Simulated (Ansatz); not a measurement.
`C[O][Al]([F])[O][SiH3]` and `C[O][Al]([F])[Cl]` differ in one atom or group.

Ansatz, PBE0-D4/def2-TZVP geometries, multiplicity 1. Each molecule was computed in one conformer, which needn't be the lowest.

```tsv
property	`C[O][Al]([F])[O][SiH3]`
HOMO energy (PBE/def2-TZVPP) / eV	-6.93
HOMO energy (ωB97M-V/def2-TZVPP) / eV	-10.89
HOMO–LUMO gap (PBE0/def2-TZVPP) / eV	7.63
LUMO energy (ωB97M-V/def2-TZVPP) / eV	0.76
LUMO energy (PBE/def2-TZVPP) / eV	-1.73
HOMO–LUMO gap (B3LYP/def2-TZVPP) / eV	7.09
```

Question: Give the same properties after the change, and the shifts. (An estimate is asked.)

Answer: The calculation gave: 
| property | `C[O][Al]([F])[Cl]` | shift |
| --- | --- | --- |
| HOMO energy (PBE/def2-TZVPP) / eV | -7.15 | -0.22 |
| HOMO energy (ωB97M-V/def2-TZVPP) / eV | -11.11 | -0.22 |
| HOMO–LUMO gap (PBE0/def2-TZVPP) / eV | 7.80 | 0.17 |
| LUMO energy (ωB97M-V/def2-TZVPP) / eV | 0.76 | 0.00 |
| LUMO energy (PBE/def2-TZVPP) / eV | -1.78 | -0.05 |
| HOMO–LUMO gap (B3LYP/def2-TZVPP) / eV | 7.25 | 0.16 |

With PBE0 the HOMO falls by 0.24 eV and the LUMO falls by 0.06 eV, so the gap widens by about 0.18 eV. PBE moves the HOMO by -0.22 eV and ωB97M-V by -0.22 eV.

B3LYP here is the variant with VWN-RPA as its local correlation; programs differ in this.
